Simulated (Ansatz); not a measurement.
GaH2(CN) (CH₂GaN). Total charge 0; singlet. Geometry PBE-D4/def2-TZVP, basis def2-TZVP, Ansatz.

```
atom   x (Å)   y (Å)   z (Å)
 Ga1  -0.032   0.094  -0.736
  H2   0.854  -0.871  -1.585
  H3  -0.974   1.231  -1.242
  C4   0.050  -0.152   1.203
  N5   0.102  -0.301   2.360
```

```
run  HOMO (eV)  LUMO (eV)
  A     -11.47      -0.93
  B      -9.44      -2.55
  C      -7.91      -3.40
  D      -8.26      -3.27
  E      -7.96      -3.52
  F      -8.73      -2.98
```

Problem. The runs used PBE, r2SCAN, r2SCAN0, r2SCANh, revPBE, ωB97M-V. Estimate which is which.

Solution. A ωB97M-V (range-separated); B r2SCAN0 (25 % exact exchange); C revPBE (0 % exact exchange); D r2SCAN (0 % exact exchange); E PBE (0 % exact exchange); F r2SCANh (10 % exact exchange). Exact exchange lowers occupied and raises empty levels; among semilocal functionals meta-GGAs tend to open the gap a little, and such runs are hard to tell apart. The gap grows from 4.44 eV (PBE) to 10.55 eV (ωB97M-V).
